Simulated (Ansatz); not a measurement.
`[CH3][Al]([OH])[O][SiH3]` + H–F → `[OH][Al]([F])[O][SiH3]` + CH₄  (ligand exchange at the Al–C bond)

Isolated molecules relaxed with PBE0-D4/def2-TZVP in Ansatz; ΔE leaves out vibrations. CBS: MP2 limit from def2 TZ/QZ plus the TZ coupled-cluster correction, frozen cores. This one scheme is used for every species. DFT in def2-TZVPP. Each species was taken in one conformer, which may not be the lowest.

```tsv
level	ΔE (kJ/mol)
revPBE-D4	-166.3
ωB97X-V	-178.8
PBE-QIDH	-176.8
HF/def2-QZVPP	-201.4
```

What does CCSD(T)/CBS give? (Estimate.)

Computed: -177.7 kJ/mol. The listed levels differ from it by 11.4, -1.1, 0.9, -23.7 kJ/mol.

Largest T1 diagnostic among the species: 0.012.

From BLYP to BHLYP (50 % exact exchange), in def2-TZVPP and without D4, ΔE moves by −5.8 kJ/mol. Leaving LDA and LC-ωPBE aside and taking each functional with its dispersion term where it has one, the values, not all of them listed here, spread over 20.3 kJ/mol, from BHLYP-D4 to revPBE-D4. LDA lies +7.0 kJ/mol from PBE without D4.
